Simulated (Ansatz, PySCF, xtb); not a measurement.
Dimer: SiH4 (SMILES [SiH4]) (first 5 atoms) with CH3F (SMILES CF); geometry from B3LYP-D3(BJ)/def2-TZVP.
(charge 0, multiplicity 1):
| atom | x (Å) | y (Å) | z (Å) |
|---|---|---|---|
| Si | 0.1286 | -0.1152 | 0.1965 |
| H | 0.4718 | -1.5235 | 0.4820 |
| H | -1.2448 | 0.1836 | 0.6598 |
| H | 0.1971 | 0.1172 | -1.2664 |
| H | 1.0866 | 0.7931 | 0.8654 |
| C | -0.4257 | 0.7409 | 3.8555 |
| F | -0.0491 | -0.4878 | 3.3200 |
| H | -1.3968 | 1.0174 | 3.4446 |
| H | -0.4865 | 0.6425 | 4.9395 |
| H | 0.3239 | 1.4843 | 3.5835 |

Counterpoise-corrected where a basis set is named; no monomer relaxation. Rows marked so take none.

Rows in 6-31G* carry no dispersion term and start afresh at each structure (6-31G* with six Cartesian d functions). MP2/6-31G* freezes PySCF's default core.

Run with Ansatz (a first-principles code); PySCF for 6-31G* rows, the dispersion terms; xtb for the GFN methods. Each number belongs to the level named beside it.

| level | interaction energy (kcal/mol) |
|---|---|
| GFN-FF | -0.49 |
| HF/6-31G* (no counterpoise) | -1.23 |
| revPBE/def2-TZVPPD | 0.80 |
| revPBE-D4/def2-TZVPPD | -1.19 |
| r2SCAN-D4/def2-TZVPPD | -1.61 |
| B3LYP-D3(BJ)/def2-TZVPPD | ___ |
| CAM-B3LYP-D4/def2-TZVPPD | -1.62 |
| wB97X-V/def2-TZVPPD | -1.62 |
| MP2/6-31G* (no counterpoise) | ___ |

### Question
Fill in the missing entries.

### Answer

- B3LYP-D3(BJ)/def2-TZVPPD, interaction energy (kcal/mol): -1.51
- MP2/6-31G* (no counterpoise), interaction energy (kcal/mol): -2.66
